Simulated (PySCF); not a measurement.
A structure optimised at B3LYP-D3(BJ)/def2-SVP, used in a PySCF frequency run:

```xyz
5

Hg     0.0000     0.0000     0.0000
F      1.9145     0.0000     0.0000
F     -1.9145     0.0000     0.0000
F      0.0000    -1.9145     0.0000
F      0.0000     1.9145     0.0000
```
Charge 0, spin multiplicity 1.

Question: Write its SMILES, formula and point group.

Answer: [F][Hg]([F])([F])[F], F4Hg, D4h

Question: What are its rotational constants (standard atomic weights)?

Answer: 3.6289, 3.6289, 1.8145 GHz
